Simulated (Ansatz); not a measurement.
Reaction (redistribution): `[SiH3]N[SiH2][SeH]` + `C[Se]P` → `P[Se][SiH2][SeH]` + `CN[SiH3]`

Computed with Ansatz on PBE0-D4/def2-TZVP structures; ΔE is electronic, products minus reactants. CCSD(T)/CBS is the MP2 limit (def2-TZVPP, def2-QZVPP) plus CCSD(T) − MP2 in def2-TZVPP, frozen cores. DFT in def2-TZVPP. For Se outer-core shells are correlated without core-valence functions, which leaves a few kJ/mol of doubt a bond. Scalar relativity is left out up to krypton. One conformer a species, not always the lowest.

| level | ΔE (kJ/mol) |
| --- | --- |
| PBE-D4 | 28.0 |
| PBE0 | 28.8 |

Task: What does CCSD(T)/CBS give? (Best estimate.)

Result: Computed: +38.1 kJ/mol. The listed levels differ from it by -10.1, -9.3 kJ/mol.

Largest T1 diagnostic among the species: 0.010.
